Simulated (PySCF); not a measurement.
Manganese: highly charged ions in a basis for the neutral atom

Mn⁸⁺ [Ne] 3s2 3p5, Mn⁹⁺ [Ne] 3s2 3p4. Computed with PySCF 2.14 in jorge-DZP-DKH (8s6p2d1f, 43 functions), with scalar relativity by spin-free X2C-1e. No spin-orbit coupling, so a gap to NIST mixes the basis error with missing relativistic terms.

Changed run: basis of the neutral atom used for a highly charged ion. This setting is unsound on purpose.

| species | method | sound run (hartree) | changed run (hartree) | converged |
| --- | --- | --- | --- | --- |
| Mn⁸⁺ | UHF | not run | -1135.89190 | yes |
| Mn⁸⁺ | M06-2X | not run | -1136.75062 | yes |
| Mn⁸⁺ | MN15 | not run | -1137.39129 | yes |
| Mn⁹⁺ | UHF | not run | -1127.79797 | yes |
| Mn⁹⁺ | M06-2X | not run | -1128.59744 | yes |
| Mn⁹⁺ | MN15 | not run | -1129.19635 | yes |

Ionisation energy of Mn⁸⁺:

| method | changed run (eV) | NIST (eV) |
| --- | --- | --- |
| UHF | 220.25 | 221.89 ± 0.17 |
| M06-2X | 221.86 | 221.89 ± 0.17 |
| MN15 | 223.00 | 221.89 ± 0.17 |

The contracted functions were made for the neutral atom and can be too rigid for a highly charged ion.
